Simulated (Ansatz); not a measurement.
`FB1CC1Cl` + H₂O → `OB1CC1Cl` + H–F  (formal hydrolysis of a B–F bond)

Isolated molecules relaxed with PBE0-D4/def2-TZVP in Ansatz; ΔE leaves out vibrations. CCSD(T)/CBS adds triple-zeta CCSD(T) − MP2 to the extrapolated MP2 energy (def2 sets, frozen cores). This one scheme is used for every species. DFT in def2-TZVPP. One conformer a species, not always the lowest.

| level | ΔE (kJ/mol) |
| --- | --- |
| revPBE-D4 | -9.6 |
| B97M-V | -2.7 |
| B2PLYP | -6.2 |
| HF/def2-SVP | -5.2 |

**Question.** What does CCSD(T)/CBS give? (Best estimate.)

**Answer.** Ansatz gave: -8.4 kJ/mol. The listed levels differ from it by -1.2, 5.7, 2.2, 3.2 kJ/mol.

Largest T1 diagnostic among the species: 0.012.

At CCSD(T), def2-SVP lies −3.4 kJ/mol from the extrapolated value and def2-TZVPP −0.5 kJ/mol. In def2-TZVPP, CCSD(T) changes the Hartree–Fock value by −9.1 kJ/mol (the triples alone add −1.3 kJ/mol) and MP2 by −11.7 kJ/mol. Leaving LDA and LC-ωPBE aside and taking each functional with its dispersion term where it has one, the values, not all of them listed here, spread over 7.1 kJ/mol, from PBE-QIDH to B97M-V. LDA lies −5.4 kJ/mol from PBE without D4.
